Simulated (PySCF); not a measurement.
Species: CH₇O₂Si₃ (doublet state).
Structure used (GFN2-xTB), in Å, numbered top down from 1:
```xyz
13
CH7O2Si3 angstrom
O      0.056    3.474    0.390
C     -0.541    2.400    0.309
Si     0.287    0.748    0.122
Si     2.397   -0.123    0.007
O     -0.839   -0.423    0.072
Si    -1.906   -1.642   -0.003
H     -1.650    2.379    0.339
H      2.579   -0.999   -1.164
H      3.363    0.972   -0.086
H      2.750   -0.935    1.185
H     -1.137   -2.859    0.252
H     -2.900   -1.379    1.033
H     -2.462   -1.612   -1.353
```

The hyperfine couplings belong to this conformer and change with its torsions.

The species is `[SiH3][Si](O[SiH3])C=O` [radical].

Method: UKS B3LYP, pcH-1 on C H O Si, non-relativistic, mean-field spin-orbit, GIAO in PySCF. Geometry: GFN2-xTB, one conformer, isolated molecule. A GFN2-xTB geometry isn't a minimum of the functional, and hyperfine couplings can be far from their values at a DFT geometry, by a factor of two or more for some ions and for spin on atoms past the first row. No stability test was run, so a lower SCF solution isn't excluded.

(1) The isotropic 17O couplings are -16.8, -11.8 MHz. Assign them to O1; O5.

(2) The isotropic 29Si couplings are -118.7, +23.3, +2.5 MHz. Assign them to Si3; Si4; Si6.

(3) The isotropic 1H couplings, averaged over equivalent nuclei, are +23.3, -11.5, +3.3 MHz. Assign them to H7; H8/H9/H10; H11/H12/H13.

Results:

(1) 
| site | a_iso (MHz) | ρ(0) (bohr⁻³) | position | distance from Si3 (Å) | spin population | largest \|T\| (MHz) |
| --- | --- | --- | --- | --- | --- | --- |
| O1 | -16.8 | +0.0275 | 2 bonds from Si3 | 2.75 | +0.22 | 75.1 |
| O5 | -11.8 | +0.0193 | 1 bond from Si3 | 1.63 | +0.05 | 26.4 |

(2) 
| site | a_iso (MHz) | ρ(0) (bohr⁻³) | position | distance from Si3 (Å) | spin population | largest \|T\| (MHz) |
| --- | --- | --- | --- | --- | --- | --- |
| Si3 | -118.7 | +0.1348 | largest spin population | 0.00 | +0.74 | 143.5 |
| Si4 | +23.3 | -0.0262 | 1 bond from Si3 | 2.29 | -0.02 | 4.0 |
| Si6 | +2.5 | -0.0028 | 2 bonds from Si3 | 3.25 | -0.01 | 0.4 |

(3) 
| site | a_iso (MHz) | ρ(0) (bohr⁻³) | position | distance from Si3 (Å) | bound to | spin population there | largest \|T\| (MHz) |
| --- | --- | --- | --- | --- | --- | --- | --- |
| H7 | -11.5 | -0.0026 | 2 bonds from Si3 | 2.54 | C2 | -0.02 | 4.0 |
| H8/H9/H10 | +23.3 | +0.0052 | 2 bonds from Si3 | 3.14 | Si4 | -0.02 | 2.8 |
| H11/H12/H13 | +3.3 | +0.0007 | 3 bonds from Si3 | 3.91 | Si6 | -0.01 | 2.2 |

ρ(0) is the spin density at the nucleus and T the dipolar tensor; a_iso includes a spin–orbit part; entries for several nuclei are means. Largest spin populations (Mulliken): Si3 (+0.74) and O1 (+0.22). The angles at Si3 add up to 360.0°, so it is planar.

The spin density at the nucleus, in bohr⁻³, is negative for Si4 (-0.0262), C2 (-0.0218) and Si6 (-0.0028), for instance. A restricted open-shell determinant has no negative spin density anywhere; here it arises because α and β orbitals differ (spin polarisation).

Nuclei that the bonding pattern makes equivalent are averaged, as if the motion that swaps them (rotation, inversion, ring flip) were fast. The three 1H nuclei of mean +23.3 MHz run from -1.6 to 42.4 MHz in the frozen geometry. The three 1H nuclei of mean +3.3 MHz run from -0.1 to 6.9 MHz in the frozen geometry.
